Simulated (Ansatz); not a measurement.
Gas-phase electronic energies from Ansatz, PBE0-D4/def2-TZVP geometries. CBS: MP2 limit from def2 TZ/QZ plus the TZ coupled-cluster correction, frozen cores. This one scheme is used for every species. Triplets are unrestricted, without spin–orbit coupling. One conformer a species, not always the lowest.

Consider the formal loss of a carbene: `CBOCO` → `[CH2]` (triplet) + `BOCO`.

| species | HF/def2-SVP energy (Eh) |
| --- | --- |
| `CBOCO` | -254.07431 |
| `[CH2]` (triplet) | -38.89439 |
| `BOCO` | -215.04752 |

(1) Work out ΔE.

(2) What do rigid-rotor, harmonic-oscillator terms from PBE0-D4/def2-TZVP frequencies (298.15 K, 1 bar) make of the CCSD(T)/CBS value? (An estimate is asked.)

Largest T1 diagnostic among the species: 0.013.

## Answers

(1) ΔE = (-38.89439) + (-215.04752) − (-254.07431) = 0.13240 Eh = +3.60 eV. CCSD(T)/CBS gives +5.06 eV.

(2) The calculation gave: ΔZPE = -0.30 eV, ΔH = +4.81 eV, ΔS = 153 J/(mol·K), ΔG = +4.34 eV. Open shells count their whole term as degenerate.

From BLYP to BHLYP (50 % exact exchange), in def2-TZVPP and without D4, ΔE moves by −0.05 eV. The D4 term adds +0.08 eV with B3LYP and +0.04 eV with PBE0; it sums over pairs of atoms, weighted by their polarisabilities, and B3LYP, whose exchange is more repulsive, gets the larger term.

B3LYP here is the variant with VWN-RPA as its local correlation; programs differ in this.
